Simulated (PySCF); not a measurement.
Ionisation energy of Pd⁴⁵⁺ by level of theory

Pd⁴⁵⁺ 1s1 (2S) → Pd⁴⁶⁺ (bare nucleus), as a difference of total energies. Computed with PySCF 2.14 in an even-tempered Gaussian basis (19 s from 83 bohr⁻², ratio 2; 7 p from 130 bohr⁻², ratio 2.2; 4 d from 380 bohr⁻², ratio 2.2; 4 f from 560 bohr⁻², ratio 2.2; 3 g from 850 bohr⁻², ratio 2.2; 2 h from 1300 bohr⁻², ratio 2.2), with the spin-free X2C one-electron Hamiltonian (Gaussian nucleus). The calculations carry no spin-orbit coupling.

```json
{"method": "UHF", "ionisation energy (eV)": "29648.6", "difference from reference (eV)": "+25.9"}
{"method": "LDA", "ionisation energy (eV)": "29592.8", "difference from reference (eV)": "-29.9"}
{"method": "PBE", "ionisation energy (eV)": "29643.8", "difference from reference (eV)": "+21.1"}
{"method": "PBE0", "ionisation energy (eV)": "29645.1", "difference from reference (eV)": "+22.4"}
{"method": "r2SCAN", "ionisation energy (eV)": "29650.3", "difference from reference (eV)": "+27.6"}
{"method": "BLYP", "ionisation energy (eV)": "29648.7", "difference from reference (eV)": "+26.0"}
{"method": "M06", "ionisation energy (eV)": "29653.3", "difference from reference (eV)": "+30.6"}
```

Reference: 29622.7 eV (theoretical estimate listed by NIST; NIST Atomic Spectra Database, ionization energies).

For one electron Hartree-Fock is exact for this Hamiltonian up to the basis; QED and nuclear recoil make up the gap, and the density functionals add self-interaction.
